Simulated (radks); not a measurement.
Values are calculated unless marked as measured or tabulated.
Problem. Species: Mo3+. Configuration: [Kr] 4d3. Code: a radial shooting solver on a logarithmic mesh with Libxc functionals. Model: Dirac Kohn-Sham, PBE, spin-unpolarised, spherical densities, point nucleus; open shells fill j = l - 1/2 first. Some entries of the table are withheld. Estimate them.

orbital,occ.,eigenvalue (Ry),<r^2> (bohr^2)
1s1/2,2,-1458.636,0.001669
2s1/2,2,-208.0400,0.02779
2p1/2,2,(1),0.02099
2p3/2,4,(2),0.02235
3s1/2,2,-37.40205,0.2106
3p1/2,2,-31.13703,0.2087
3p3/2,4,-29.84708,0.2190
3d3/2,4,-18.77727,0.2053
3d5/2,6,-18.53298,0.2087
4s1/2,2,-7.06775,1.362
4p1/2,2,-5.26762,1.625
4p3/2,4,-5.07793,1.702
4d3/2,3,(3),3.019
4d5/2,0,(4),3.064

Solution. 
(1) 2p1/2 eigenvalue (Ry): -191.5718
(2) 2p3/2 eigenvalue (Ry): -183.7399
(3) 4d3/2 eigenvalue (Ry): -2.42586
(4) 4d5/2 eigenvalue (Ry): -2.40481
